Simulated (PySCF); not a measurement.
Hf(F)3(NH2) (F3H2HfN), SMILES [F][Hf]([F])([NH2])[F], multiplicity 1.

Geometry optimised at PBE-D3(BJ)/def2-SVP. The spin state was assumed, not searched. The structure was generated by enumeration; whether it is a known compound was not checked. The def2 effective core potentials stand for the cores of Hf; spin–orbit coupling is left out. One conformer was computed; it need not be the lowest.

These are HF/def2-TZVP (PySCF) values and carry that method's errors.

Symmetry labels are those of the subgroup Cs that the program uses (full group Cs).

Computed valence orbital energies around the gap with their symmetry:
```tsv
orbital	symmetry	energy (eV)
HOMO−7	A'	-17.50
HOMO−6	A"	-17.39
HOMO−5	A'	-17.32
HOMO−4	A"	-17.05
HOMO−3	A'	-16.94
HOMO−2	A"	-16.86
HOMO−1	A'	-15.32
HOMO	A'	-11.65
LUMO	A'	1.56
LUMO+1	A"	3.25
LUMO+2	A'	3.36
LUMO+3	A'	3.64
```
